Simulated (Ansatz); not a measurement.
Tetramethylammonium tetracyanoborate, `C[N+](C)(C)C.N#C[B-](C#N)(C#N)C#N`, relaxed as a singlet with RKS PBE-D4/def2-SVP in Ansatz, starting from the GFN2-xTB geometry. Force threshold 0.03 eV/Å.

Start:

```xyz
26

C     0.496    2.807    0.326
N     0.059    1.420    0.543
C    -0.270    1.191    1.960
C     1.147    0.506    0.154
C    -1.145    1.163   -0.268
H     1.394    3.017    0.904
H     0.713    2.960   -0.730
H    -0.287    3.501    0.628
H    -1.063    1.867    2.276
H    -0.615    0.160    2.080
H     0.607    1.352    2.584
H     1.325    0.558   -0.918
H     2.061    0.760    0.687
H     0.878   -0.519    0.399
H    -0.895    1.148   -1.329
H    -1.897    1.924   -0.074
H    -1.551    0.185   -0.010
N    -1.316   -5.032   -2.063
C    -0.810   -4.094   -1.643
B    -0.149   -2.811   -1.076
C     1.358   -2.967   -0.699
N     2.460   -2.952   -0.379
C    -0.839   -2.268    0.210
N    -1.237   -1.682    1.121
C    -0.213   -1.595   -2.052
N    -0.211   -0.600   -2.631
```

Estimate the energy that the relaxation releases and the steps that it takes.

38.3 kJ/mol, in 8 steps; 27 s on 4 threads of AMD EPYC 7B13 on a shared host. The force fell under the threshold at step 6, but the optimiser went on. No frequencies were taken in this run, so the end may be a saddle point.

Does the start keep its bonding?

By distances, no bond broke or formed. The bond that changes most is B20–C23, from 1.56 to 1.61 Å (atoms count from 1).

Predict the relaxed structure.


```xyz
26

C     0.5739    2.8346    0.3398
N     0.0684    1.4405    0.5548
C    -0.2781    1.2250    2.0039
C     1.1436    0.4584    0.1585
C    -1.1713    1.2252   -0.2785
H     1.4778    2.9917    0.9557
H     0.8211    2.9612   -0.7297
H    -0.2119    3.5548    0.6314
H    -1.0391    1.9691    2.3017
H    -0.6824    0.1980    2.1088
H     0.6357    1.3511    2.6124
H     1.3081    0.5209   -0.9311
H     2.0664    0.7018    0.7145
H     0.8096   -0.5573    0.4217
H    -0.9014    1.2402   -1.3498
H    -1.8961    2.0213   -0.0295
H    -1.5871    0.2339   -0.0251
N    -1.1322   -5.2255   -2.0641
C    -0.7125   -4.2104   -1.6556
B    -0.1547   -2.8351   -1.1036
C     1.3952   -2.8813   -0.7124
N     2.5174   -2.7866   -0.3824
C    -0.9239   -2.3424    0.2207
N    -1.3884   -1.8194    1.1645
C    -0.3282   -1.6255   -2.1441
N    -0.4102   -0.6441   -2.7828
```
Bond lengths: 8 × C–N 1.17 to 1.51 Å; 4 × B–C 1.58 to 1.61 Å; 12 × C–H 1.10 to 1.11 Å.
